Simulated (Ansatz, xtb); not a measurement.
## Ligand exchange: C3H7F + SiH4 → C3H10Si + HF

Species: C3H7F (2-fluoropropane) `CC(C)F`, singlet; SiH4 (silane) `[SiH4]`, singlet; C3H10Si `CC(C)[SiH3]`, singlet; HF (hydrogen fluoride), singlet. The partners trade F for SiH3: C–F and H–SiH3 bonds give way to C–SiH3 and H–F.

Shapes, held fixed at every level: PBE0-D4/def2-TZVP. Programs: Ansatz 0.2.0, xtb 6.7.1. The zero-point and thermal change to 298 K, harmonic and unscaled (PBE0-D4/def2-TZVP), is +3.9 kJ/mol.

```
               level                   kind  ΔH(298 K) (kJ/mol)  less CCSD(T)/CBS estimate
            GFN0-xTB         semi-empirical              +110.4                     +156.2
         HF/def2-SVP           Hartree–Fock                +1.3                      +47.1
       HF/def2-TZVPP           Hartree–Fock                -8.5                      +37.3
   PBE-D4/def2-TZVPP                    GGA               -37.2                       +8.6
  PBE0-D4/def2-TZVPP          global hybrid               -40.0                       +5.8
        MP2/def2-SVP    perturbation theory               -32.7                      +13.1
      MP2/def2-TZVPP    perturbation theory               -53.8                       -8.0
    CCSD(T)/def2-SVP  coupled cluster or CI               -20.6                      +25.2
CCSD(T)/CBS estimate  coupled cluster or CI               -45.8                        0.0
```

The highest level, CCSD(T)/CBS estimate, gives ΔH(298 K) = -45.8 kJ/mol; the levels span -53.8 to +110.4. They disagree on the sign: 2 of 9 are positive. GFN0-xTB strays far from the other rows. The column of differences is taken from that level and isn't an error. No measured value is set beside it here. The CBS estimate extrapolates MP2 from def2-TZVPP and def2-QZVPP and adds CCSD(T) − MP2 in the triple-zeta set, cores frozen.
